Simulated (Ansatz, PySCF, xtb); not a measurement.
Stretching the Al1–H3 bond in AlFHI (SMILES [F][AlH][I]) (multiplicity 1 held, fragments rigid). Energies count from the point at 1.559 Å.
Geometry at that point (charge 0, multiplicity 1):
```xyz
4

Al    -0.1596    -0.9343    -1.3185
F     -1.7315    -1.3350    -1.6085
H      0.9483    -1.4609    -2.2810
I      0.3153     0.4834     0.6396
```

```
level                                     energy at R = 4.989 Å (eV)  cost
----------------------------------------  --------------------------  ----
GFN2-xTB                                                       4.707     -
R-HF/3-21G                                                     7.291     -
U-HF/def2-TZVPP                                                2.900     -
R-PBE/def2-TZVPP                                               4.662    ×1
U-r2SCAN/def2-TZVPP                                            3.538     -
U-B3LYP/LANL2DZ                                                3.522     -
R-B3LYP/def2-TZVPP                                             5.176  ×0.7
U-B3LYP/def2-TZVPP                                             3.653     -
R-SCS-MP2/def2-TZVPP                                           4.650     -
U-SCS-MP2/def2-TZVPP                                           3.730     -
U-CCSD(T)/def2-TZVPP                                           3.718     -
FIC-NEVPT4(SD) on CASSCF(2,2)/def2-TZVPP                       3.698     -
FIC-MRCISD on CASSCF(2,2)/def2-TZVPP                           3.659     -
FIC-MRCISD+Q on CASSCF(2,2)/def2-TZVPP                         3.731     -
```

The rows run from 2.900 (U-HF/def2-TZVPP) to 7.291 eV (R-HF/3-21G).

R- and RO- levels are restricted; in cc, def2 and unpolarised 6-31G sets they are followed outwards from rest. Unrestricted levels (U-) break spin symmetry where that is lower. Active spaces are followed from a long bond inwards. Curves can end on different states.

Cores are frozen in the correlated methods. Filled d and f shells under p-block atoms count as core. Rows in 3-21G, LANL2DZ carry no dispersion term and start afresh at each structure; the Pople sets are all-electron and without relativity. LANL2DZ brings its own core potentials from Na on.

Doubts at one or more of the structures used: a restricted determinant that unrestricted orbitals would lower (R-HF/3-21G, R-PBE/def2-TZVPP, R-B3LYP/def2-TZVPP, R-SCS-MP2/def2-TZVPP); a spin-contaminated determinant (U-HF/def2-TZVPP, U-r2SCAN/def2-TZVPP, U-B3LYP/LANL2DZ, U-B3LYP/def2-TZVPP, U-SCS-MP2/def2-TZVPP, U-CCSD(T)/def2-TZVPP).

Run with Ansatz (Gaussian basis) for Hartree–Fock, density functionals and correlated methods; PySCF for 3-21G rows, LANL2DZ rows; xtb for the GFN methods. Each number belongs to the level named beside it. In def2 rows elements past Kr take small-core potentials, without spin–orbit coupling. The GFN methods have no spin term and hold the electronic entropy of 300 K.

Costs are rough ratios of core time to R-PBE/def2-TZVPP (about 6 s over the structures, on one shared machine); a dash marks a level with no comparable run of its own.

Ansatz is an electronic-structure program.
